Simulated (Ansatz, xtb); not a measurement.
**Isomers of C2H9OSi+ in order of energy**

3 gas-phase structures of C2H9OSi+, found in a search over its isomers (lower ones may exist). Each was relaxed with GFN2-xTB:

A. a singlet given by its coordinates
B. `C[OH+][SiH2]C`, a singlet
C. `C[O+](C)[SiH3]`, a singlet

A (Å):

```xyz
13

C    -0.1840    1.7449    0.5818
C     1.4498    0.0605   -1.6673
O    -0.9981   -0.8862   -0.3853
Si   -0.1636    0.8128   -1.0537
H     0.2669    2.7283    0.4672
H     0.3839    1.2247    1.3527
H    -1.1919    1.9053    0.9613
H    -1.1912    1.1308   -2.0368
H     1.9894   -0.4469   -0.8684
H     2.1096    0.8334   -2.0543
H     1.2989   -0.6555   -2.4737
H    -1.7425   -0.8752    0.2303
H    -1.0034   -1.6912   -0.9187
```

Close contacts (Å): C1–Si4 1.88, C2–Si4 1.88, O3–Si4 2.01, C1–H5 1.09, C1–H6 1.09, C1–H7 1.09, C2–H9 1.09, C2–H10 1.09, C2–H11 1.09, O3–H12 0.97, O3–H13 0.97, Si4–H8 1.46.

Problem. Which do you expect lowest at r2SCAN-D4/def2-SVP, and how would the others follow?

Solution. Calculated order at r2SCAN-D4/def2-SVP: A (0.0), B (81.6), C (164.2) kJ/mol.

Energies above the lowest of each column, in kJ/mol; the last columns are at PBE-D3(BJ)/def2-SVP geometries and were run for some of them only (a dash: not run or not comparable):

```tsv
structure	GFN2-xTB	HF/STO-3G	r2SCAN-D4/def2-SVP	PBE-D3(BJ)/def2-SVP	CCSD(T)/def2-SVP + ΔMP2/def2-TZVPP
A	13.3	0.0	0.0	0.0	0.0
B	11.4	15.0	81.6	84.3	85.1
C	0.0	48.9	164.2	–	–
```

CCSD(T)/def2-SVP + ΔMP2/def2-TZVPP puts A lowest of those it was run on; GFN2-xTB picks C. Some further structures that were screened fall inside this span and aren't listed. Flexible structures stand in one conformer each, not always the lowest. Frequencies (PBE-D3(BJ)/def2-SVP) were run for A, B alone. ΔMP2 is the change of the MP2 energy from the smaller to the larger basis.

Programs: Ansatz 0.2.0, xtb 6.7.1.
